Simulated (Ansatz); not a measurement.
The first iterations of a band of CH3NOSi (7 atoms, charge 0, multiplicity 1).

These are results of RHF/cc-pVDZ (Ansatz), not measurements.

```json
{
 "movable images": "7",
 "climbing image": "yes",
 "spring": "5.0 eV/Å²",
 "optimiser": "quadratic models (default)",
 "start path": "through a guess of the saddle point",
 "force threshold": "0.05 eV/Å",
 "iteration limit": "60",
 "end points": "relaxed"
}
```

First end point:

```xyz
7
Properties=species:S:1:pos:R:3
N -0.644 1.292 0.386
C -0.069 0.151 0.423
Si 0.727 -1.408 0.770
O 1.011 -2.035 -0.777
H -0.130 2.158 0.355
H -1.646 1.396 0.390
H 0.751 -1.553 -1.547
```

Last end point:

```xyz
7
Properties=species:S:1:pos:R:3
N -0.644 1.292 0.387
C -0.069 0.151 0.422
Si 0.723 -1.408 0.769
O 1.012 -2.035 -0.777
H -1.646 1.395 0.387
H -0.131 2.158 0.360
H 0.755 -1.553 -1.548
```

| iteration | highest image above the first end (eV) | largest band force component (eV/Å) |
| --- | --- | --- |
| 1 | 27.986 | 115.999 |
| 2 | 15.078 | 58.712 |
| 3 | 7.032 | 26.781 |
| 4 | 3.444 | 14.690 |
| 5 | 1.479 | 6.891 |

Question: Does the band converge within its limit, and where does its top end?

Answer: The forces met the threshold. It ended after 15 iterations with the highest image 0.398 eV above the first end. A vibrational analysis at the climbing image gives one clearly imaginary mode, 111i cm⁻¹: a first-order saddle point.

The run took 100 s on 1 thread of Arm Neoverse V2, with other jobs on the host, peak memory 0.14 GiB.
